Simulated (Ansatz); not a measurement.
Molecular dynamics, step by step

GaHBrCl, closed shell, PBE0-D4/def2-SVP (Ansatz 0.2.0). Settings (timestep in fs, temperature in K; T counts 6 degrees of freedom):

```yaml
hamiltonian: {xc: pbe0, dispersion: d4}
md: {n_steps: 40, timestep: 0.5, temperature: 1500, ensemble: nve, seed: 576, initial_velocities: maxwell_boltzmann}
```

Start, the saddle point found with PBE0-D4 in triple zeta (not stationary at another level):

```json
{"atom": "Ga1", "x (Å)": "1.5343", "y (Å)": "0.4171", "z (Å)": "-0.4382"}
{"atom": "Br2", "x (Å)": "-0.9317", "y (Å)": "-0.4995", "z (Å)": "-1.3587"}
{"atom": "H3", "x (Å)": "-0.7075", "y (Å)": "-0.1893", "z (Å)": "0.2222"}
{"atom": "Cl4", "x (Å)": "0.1049", "y (Å)": "0.2716", "z (Å)": "1.5747"}
```

```csv
step,time (fs),potential energy less the start (meV),kinetic energy (meV),T (K)
0,0.00,0.0,387.8,1500
2,1.00,1.1,386.7,1496
4,2.00,14.6,373.2,1444
6,3.00,38.5,349.4,1352
8,4.00,69.2,318.8,1233
10,5.00,101.8,286.3,1107
12,6.00,130.7,257.5,996
14,7.00,151.2,237.0,917
16,8.00,161.4,226.8,877
18,9.00,163.9,224.1,867
20,10.00,167.2,220.6,853
22,11.00,182.1,205.6,795
24,12.00,213.2,174.6,675
26,13.00,249.5,138.7,537
28,14.00,269.2,119.2,461
30,15.00,263.5,124.5,482
32,16.00,248.6,139.1,538
34,17.00,246.8,140.8,545
36,18.00,264.4,123.4,477
38,19.00,290.6,97.4,377
40,20.00,309.9,78.3,303
```

Step 8, positions (Å) and forces (eV/Å):

```json
{"atom": "Ga1", "x": "1.530", "y": "0.417", "z": "-0.435", "Fx": "0.008", "Fy": "-0.006", "Fz": "0.193"}
{"atom": "Br2", "x": "-0.927", "y": "-0.498", "z": "-1.352", "Fx": "-0.427", "Fy": "0.123", "Fz": "0.217"}
{"atom": "H3", "x": "-0.982", "y": "-0.076", "z": "0.192", "Fx": "0.500", "Fy": "-0.267", "Fz": "-0.452"}
{"atom": "Cl4", "x": "0.110", "y": "0.267", "z": "1.555", "Fx": "-0.081", "Fy": "0.150", "Fz": "0.041"}
```

Step 22, positions (Å) and forces (eV/Å):

```tsv
atom	x	y	z	Fx	Fy	Fz
Ga1	1.522	0.416	-0.428	0.072	0.071	0.672
Br2	-0.920	-0.496	-1.341	-0.728	-0.327	-1.139
H3	-1.277	0.012	-0.036	0.211	-0.050	0.367
Cl4	0.120	0.260	1.521	0.444	0.306	0.099
```

Step 32, positions (Å) and forces (eV/Å):

```
atom       x       y       z      Fx      Fy      Fz
 Ga1   1.516   0.415  -0.420   0.146   0.097   0.696
 Br2  -0.918  -0.495  -1.336  -0.632  -0.559  -1.603
  H3  -1.414   0.053  -0.131  -0.031   0.139   0.700
 Cl4   0.129   0.258   1.498   0.518   0.324   0.207
```

Last step (40):

Ga1  (1.512, 0.415, -0.413)
Br2  (-0.918, -0.496, -1.335)
H3  (-1.519, 0.104, -0.092)
Cl4  (0.139, 0.258, 1.480)
(Å)

Hardware: 2 CPU threads of an Intel Xeon Platinum 8375C, shared host. Wall time about 91 s.
